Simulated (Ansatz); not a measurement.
FeGe₁₀. The state is a singlet with charge 0. Geometry PBE-D4/def2-SVP, basis def2-TZVP, Ansatz.

Cartesian coordinates in Å:
```
Fe -0.436 0.212 -0.041
Ge -2.227 0.264 -1.661
Ge 1.373 2.380 0.448
Ge -0.494 2.231 -1.284
Ge -0.300 1.432 2.076
Ge -2.472 -0.530 0.869
Ge 2.446 -2.175 -1.176
Ge -0.588 -1.009 2.569
Ge 1.977 0.213 -0.518
Ge -0.009 -1.231 -1.934
Ge 0.729 -1.788 0.652
```

| run | HOMO (eV) | LUMO (eV) |
| --- | --- | --- |
| A | -5.17 | -4.41 |
| B | -5.88 | -3.41 |
| C | -6.53 | -2.19 |
| D | -4.91 | -4.38 |

Single mean-field runs in def2-TZVP are fitted with def2-universal-jkfit. Another isomer (singlet) lies 0.62 eV lower at PBE0-D4/def2-TZVP; other spin states weren't run for this one.

Task: The runs used BHLYP, PBE, PBE0, r2SCAN. Estimate which is which.

Result: A r2SCAN (0 % exact exchange); B PBE0 (25 % exact exchange); C BHLYP (50 % exact exchange); D PBE (0 % exact exchange). Exact exchange lowers occupied and raises empty levels; among semilocal functionals meta-GGAs tend to open the gap a little, and such runs are hard to tell apart. The gap grows from 0.53 eV (PBE) to 4.34 eV (BHLYP).
